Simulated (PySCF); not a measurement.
`CN([C@@H]1[C@H](C)[SiH2]1)C`, C$_{5}$H$_{13}$NSi

Geometry (Å), atoms numbered from 1 in this order:
```xyz
20

C     1.780   -1.121   -0.693
C     1.590    0.310   -0.250
Si    1.369    0.720    1.579
C     0.174    0.792    0.116
N    -0.895   -0.163    0.030
C    -1.965    0.136    0.956
C    -1.403   -0.273   -1.323
H     1.638   -1.224   -1.769
H     2.787   -1.466   -0.458
H     1.062   -1.762   -0.190
H     2.141    1.012   -0.868
H     1.239   -0.393    2.498
H     1.897    1.974    2.089
H    -0.078    1.777   -0.298
H    -2.458    1.098    0.739
H    -1.563    0.175    1.968
H    -2.714   -0.654    0.903
H    -0.581   -0.484   -2.002
H    -2.119   -1.094   -1.373
H    -1.904    0.650   -1.658
```

Method used: PySCF 2.14.0, TDDFT PBE0/def2-SVPD circular dichroism and optical rotation, one conformer, gas phase. Geometry: GFN2-xTB.

The molecule is flexible and this is one conformer; a measurement averages over conformers. States above about 6.0 eV (minus the energy of the highest occupied orbital) lie near or above the ionisation threshold and depend on the basis.

Draw the ECD and absorption spectra from the lowest 12 states, each a Gaussian of half-width 0.2 eV at 1/e height.


| E (eV) | λ (nm) | Δε (L mol⁻¹ cm⁻¹) | ε (L mol⁻¹ cm⁻¹) |
| --- | --- | --- | --- |
| 4.73 | 262 | +0.06 | 9.96 |
| 4.88 | 254 | +1.46 | 241 |
| 5.03 | 247 | +11.51 | 1900 |
| 5.18 | 240 | +29.41 | 4850 |
| 5.33 | 233 | +24.75 | 4040 |
| 5.48 | 226 | +9.65 | 1260 |
| 5.63 | 220 | +8.75 | 591 |
| 5.78 | 215 | +7.10 | 876 |
| 5.93 | 209 | +3.56 | 3950 |
| 6.08 | 204 | +3.40 | 10700 |
| 6.23 | 199 | -8.95 | 10800 |
| 6.38 | 194 | -25.99 | 5630 |
| 6.53 | 190 | -40.00 | 4340 |
| 6.68 | 186 | -58.86 | 6060 |

Δε uses R in velocity form, ε uses f in length form. Only the states computed contribute, so the short-wavelength end is incomplete.
